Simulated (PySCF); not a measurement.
A structure optimised at PBE-D3(BJ)/def2-TZVP, used in a PySCF frequency run:

```
S
O 1 1.4797
S 1 1.9104 2 117.95
```
Charge 0, spin multiplicity 1.

**Question.** Write its SMILES, formula and point group.

**Answer.** [O-][S+]=S, OS2, Cs

**Question.** What are its rotational constants (standard atomic weights)?

**Answer.** 40.563, 4.9198, 4.3876 GHz
